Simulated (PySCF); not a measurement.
Gas-phase reaction: GaH₃.NH₃ ⇌ GaH + 4 H + NH

Method: PySCF energies plus ideal-gas RRHO corrections (1 bar). † marks an energy on the PBE0/def2-TZVP geometry and frequencies; other levels use their own. Open shells (unrestricted): H (multiplicity 2), NH (multiplicity 3); the rest are closed-shell singlets. Ga: all electrons, no relativistic terms. Adducts (GaH₃.NH₃) have no counterpoise correction, and HF, PBE, BLYP, B3LYP and PBE0 lack dispersion. GaH₃.NH₃, GaH: computed as isolated molecules; such fragments, hydroxides, amides, oligomers or adducts are transient or little studied in the gas. The harmonic model lacks anharmonicity and excited electronic states, which grow with temperature; levels with a mode under 35 cm⁻¹ are left out. Soft modes under 120 cm⁻¹ make the harmonic entropy rough for GaH₃.NH₃.

ΔH° and ΔS° at 298 K: BLYP/def2-TZVP† 1369 kJ, 556 J/K; HF/def2-TZVP† 1034 kJ, 556 J/K; PBE/def2-SVP 1414 kJ, 556 J/K; PBE0/def2-QZVP† 1402 kJ, 556 J/K.

Task: With the heat capacities included, give log10 K (1 bar) at 500, 600, 1200, 1600, 1800 K from BLYP/def2-TZVP†, HF/def2-TZVP†, PBE/def2-SVP, PBE0/def2-QZVP†.

Result: 
```
T (K)  BLYP/def2-TZVP†  HF/def2-TZVP†  PBE/def2-SVP  PBE0/def2-QZVP†
-----  ---------------  -------------  ------------  ---------------
500             -113.7          -78.6        -118.4           -117.1
600              -89.6          -60.4         -93.6            -92.5
1200             -29.2          -14.6         -31.2            -30.7
1600             -14.1           -3.1         -15.6            -15.2
1800              -9.0            0.7         -10.4            -10.0
```
